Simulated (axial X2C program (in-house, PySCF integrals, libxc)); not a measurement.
**ClRuCl⁺: properties at the nuclei**

Calculated with an in-house all-electron X2C program for linear molecules (integrals from PySCF): two-component X2C with atomic mean-field Coulomb and Gaunt terms, Gaussian nuclei, basis Cl dyall-av3z, Ru dyall-v3z with contracted cores.

Cl–Ru–Cl held linear, with bonds 2.190 and 2.190 Å (near the PBE0 minimum at charge 1 of the determinant lowest at the starting distance; the state shown can have its own minimum elsewhere, held linear; other orders of the atoms were not compared).

Determinant lowest in the PBE0 search, Ω = 5/2 (⟨Sz⟩ = 2.47, ⟨Lz⟩ = 0.03 at PBE0), spin on the atoms Cl 0.24, Ru 2.00, Cl 0.24:

```
level  A∥/gI Cl (MHz)  qzz Cl (a.u.)  A∥/gI Ru (MHz)  qzz Ru (a.u.)
 PBE0           -24.3           0.41             528          -6.26
   HF           -3.23           0.78             217          -6.59
  LDA           -69.1          -0.02             883          -3.15
```

A∥ (defined per Ω) follows by multiplying with gI = μI/(I μN); qzz is the electric field gradient, eQq0 = 234.96 MHz × Q/barn × qzz. The operators were transformed with the bare-nucleus X2C matrices; with these basis sets, hyperfine constants and field gradients can be off by tens of per cent, and where levels differ in sign neither size nor sign is settled.

The molecule was held linear; bending was not examined, so a bent shape may lie lower.

Each state is one determinant with collinear spin, which with several unpaired electrons need not be a pure state. Unrestricted Hartree–Fock can overshoot spin polarisation at the nuclei. This is the top spin component of a Σ state; components of lower Ω are not single determinants and can lie lower. With several open shells hyperfine constants can be off by a factor of several. States lie within half an eV, so the first need not be the ground state. Further determinants of the search, some of them spin-mixed, are not shown. Where a field gradient or hyperfine factor spreads by more than a factor of two over the levels, a constant derived from it is not to be relied on.
